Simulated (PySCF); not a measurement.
**Telling isomers of C7H13NSi apart by NMR**

PySCF 2.14.0 with density-fitted response routines calculation with GIAO PBE0/pcSseg-1 shieldings and GFN2-xTB structure; in vacuum, non-relativistic, single conformer, averaged over atoms made equivalent by symmetry, fast rotation or ring inversion.

δ = σ(ref) − σ, references computed at the same level: TMS for ¹H (σref 31.72) and ¹³C (σref 186.93). Where no couplings were computed, multiplicities follow the n + 1 count of equivalent neighbours, and m marks all less simple cases (inequivalent or close neighbours, rings, F or P nearby). Shifts are as computed. Against solution values, carbons near 30 ppm lie about +3 ppm off and those near 130 ppm about +5 ppm. Of 1309 compounds with measured shifts, 239 miss one by over three times the rms of a fit or turn the order of signals round; such compounds aren't used in these exercises.

(1) Tabulate the signals of `C=C(C)/C=N\[SiH2]C(=C)C`, `CC#C[C@@H]1C[Si@@H]1N(C)C` and their relative energies.

(2) What is the quickest way to tell C=C(C)/C=N\[SiH2]C(=C)C from CC#C[C@@H]1C[Si@@H]1N(C)C?

## Answers

(1) 
```json
{"SMILES": "C=C(C)/C=N\\[SiH2]C(=C)C", "carbon types": "2×C 1×CH 2×CH2 2×CH3", "δC": "179.9, 147.9, 147.9, 133.3, 124.7, 26.5, 23.5", "δH": "9.11 (s, 1H), 6.11 (br s, 1H), 5.51 (s, 2H), 5.38 (m, 1H), 5.34 (m, 1H), 5.26 (br s, 1H), 2.11 (s, 3H), 2.10 (s, 3H)", "E rel. (kcal/mol)": "0.0"}
{"SMILES": "CC#C[C@@H]1C[Si@@H]1N(C)C", "carbon types": "2×C 1×CH 1×CH2 3×CH3", "δC": "89.0, 80.3, 40.5, 9.2, 5.5, -0.2", "δH": "4.22 (m, 1H), 2.70 (s, 6H), 2.04 (s, 3H), 1.44 (m, 1H), 0.74 (m, 1H), 0.62 (m, 1H)", "E rel. (kcal/mol)": "24.0"}
```

Energies are electronic energies at PBE0/pcSseg-1 on these geometries, without zero-point or thermal terms, each for the one conformer computed, which needn't be the lowest.

(2) Count the carbon signals: 7 against 6. The first has a C=N carbon (CH) at 179.9 ppm, the second an alkyne carbon (C) at 80.3 ppm. Their most deshielded carbons lie at 179.9 and 89.0 ppm. In the proton spectra the most deshielded non-exchanging signals are 9.11 (s, 1H) and 4.22 (m, 1H).
